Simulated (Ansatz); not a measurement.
Cost and result for the atomization energy of C3H7AlF2, SMILES `C[CH](C)[Al]([F])[F]` (13 atoms, 12 bonds).

```xyz
13

C     0.257    0.684    1.282
C    -0.361    0.162   -0.017
C    -0.599   -1.348    0.034
Al    0.637    0.714   -1.598
F     1.533    2.094   -1.620
F     0.604   -0.157   -2.994
H    -0.383    0.445    2.138
H     0.403    1.766    1.268
H     1.232    0.226    1.475
H    -1.341    0.648   -0.136
H    -1.249   -1.609    0.877
H     0.337   -1.898    0.169
H    -1.069   -1.726   -0.877
```

Charge 0, multiplicity 1. The geometry is a stationary point of PBE0-D4/def2-TZVP. It is one conformer, not always the lowest. Program: Ansatz. All runs use 4 threads of an Arm Neoverse V2 on a shared host. Times are those of one run each, without the atoms' runs, and a repeat can differ threefold. Electronic energies, without spin–orbit coupling; frozen cores. CCSD(T)/CBS adds CCSD(T) − MP2 in def2-TZVPP to the MP2 limit, and its time is that of the two runs behind it. T1 = 0.011. B3LYP takes the VWN-RPA correlation (the form of Gaussian; ORCA's B3LYP/G).

CCSD(T)/CBS is a level of theory with its own doubt, some kJ/mol a heavy atom from the limit and from the frozen cores, so smaller differences don't rank the functionals.

```tsv
level	functions	wall time
LDA (SPW92)/def2-TZVPP	295	1.4 s
revPBE-D4/def2-TZVPP	295	2.2 s
PBE-D4/def2-TZVPP (with forces)	295	2.8 s
BHLYP-D4/def2-TZVPP	295	3.4 s
CAM-B3LYP-D4/def2-TZVPP	295	3.9 s
B3LYP-D4/def2-TZVPP (with forces)	295	5.5 s
ωB97X-V/def2-TZVPP	295	9 s
B97M-V/def2-TZVPP	295	10 s
CCSD(T)/def2-SVP	123	10 s
ωB97M-V/def2-TZVPP (with forces)	295	13 s
MP2/def2-QZVPP	565	37 s
CCSD(T)/def2-TZVPP	295	6.4 min
CCSD(T)/CBS(def2)	–	7 min
```

(1) What atomization energy does each give, and how far from CCSD(T)/CBS? (An estimate is asked.)

Answers

(1) Ansatz gave: 
| level | atomization (kcal/mol) | difference from CCSD(T)/CBS | per bond |
| --- | --- | --- | --- |
| LDA (SPW92)/def2-TZVPP | 1407.0 | 157.6 | 13.1 |
| revPBE-D4/def2-TZVPP | 1234.1 | -15.3 | -1.3 |
| PBE-D4/def2-TZVPP (with forces) | 1263.2 | 13.8 | 1.2 |
| BHLYP-D4/def2-TZVPP | 1211.5 | -37.9 | -3.2 |
| CAM-B3LYP-D4/def2-TZVPP | 1251.0 | 1.6 | 0.1 |
| B3LYP-D4/def2-TZVPP (with forces) | 1242.4 | -7.0 | -0.6 |
| ωB97X-V/def2-TZVPP | 1246.2 | -3.2 | -0.3 |
| B97M-V/def2-TZVPP | 1247.0 | -2.4 | -0.2 |
| CCSD(T)/def2-SVP | 1192.4 | -57.0 | -4.7 |
| ωB97M-V/def2-TZVPP (with forces) | 1247.7 | -1.7 | -0.1 |
| MP2/def2-QZVPP | 1262.8 | 13.4 | 1.1 |
| CCSD(T)/def2-TZVPP | 1220.1 | -29.3 | -2.4 |
| CCSD(T)/CBS(def2) | 1249.4 | 0.0 | 0.0 |

In def2-TZVPP, CCSD(T) changes the Hartree–Fock value by +273.8 kcal/mol (the triples alone add +15.3 kcal/mol) and MP2 by +298.9 kcal/mol; breaking electron pairs costs correlation energy, which Hartree–Fock lacks. At CCSD(T), def2-SVP lies −56.9 kcal/mol from the extrapolated value and def2-TZVPP −29.3 kcal/mol: correlation converges slowly with the basis, and small sets miss more of it in the bonded molecule than in its fragments. The D4 term adds +9.3 kcal/mol with B3LYP and +4.9 kcal/mol with PBE0; it sums over pairs of atoms, weighted by their polarisabilities, and B3LYP, whose exchange is more repulsive, gets the larger term.
